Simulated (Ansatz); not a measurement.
Computed with Ansatz on PBE0-D4/def2-TZVP structures; ΔE is electronic, products minus reactants. CBS: MP2 limit from def2 TZ/QZ plus the TZ coupled-cluster correction, frozen cores. Double bonds are as drawn, so ΔE can hold a change between cis and trans. DFT in def2-TZVPP. B3LYP here is the variant with VWN-RPA as its local correlation; programs differ in this. Elements past krypton have def2 core potentials. For Sn outer-core shells are correlated without core-valence functions, which leaves a few kJ/mol of doubt a bond. Each species was taken in one conformer, which may not be the lowest.

`[AlH2]/[CH]=[CH]/[SnH3]` + `O/C=N/[SiH3]` → `[AlH2][O]/C=N\[SiH3]` + `C=[CH][SnH3]`  (ligand exchange at the Al–C bond)

(1) Is it downhill or uphill in electronic energy at CCSD(T)/CBS, and by how much? (Estimate.)

(2) What do these levels give: PBE-D4, r2SCAN-D4, ωB97M-V, B2PLYP, PBE0, B3LYP, HF/def2-TZVPP, MP2/def2-TZVPP, CCSD(T)/def2-TZVPP, MP2/def2-QZVPP, HF/CBS(def2), CCSD/CBS(def2)? (Estimate.)

Largest T1 diagnostic among the species: 0.015.

Answers

(1) Computed: Downhill: ΔE = -27.2 kcal/mol.

(2) Ansatz gave: PBE-D4 -24.1, r2SCAN-D4 -26.5, ωB97M-V -26.7, B2PLYP -27.6, PBE0 -24.7, B3LYP -27.3, HF/def2-TZVPP -29.3, MP2/def2-TZVPP -27.3, CCSD(T)/def2-TZVPP -27.2, MP2/def2-QZVPP -27.4, HF/CBS(def2) -29.6, CCSD/CBS(def2) -27.7 kcal/mol.

In def2-TZVPP, CCSD(T) changes the Hartree–Fock value by +2.1 kcal/mol (the triples alone add +0.5 kcal/mol) and MP2 by +2.0 kcal/mol.
